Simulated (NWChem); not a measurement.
Molecule: InHF2; SMILES [F][InH][F]

def2 effective core potentials on In; no spin-orbit coupling.

**Question.** Give the equilibrium geometry at PBE0/def2-SVP with def2 effective core potentials on In (NWChem) as an XYZ file, with the point group.

**Answer.** point group C2v; any orientation.
```
4

In     0.0000     0.0000    -0.2861
H      0.0000     0.0000    -1.9791
F     -1.5765     0.0000     0.8599
F      1.5765     0.0000     0.8599
```
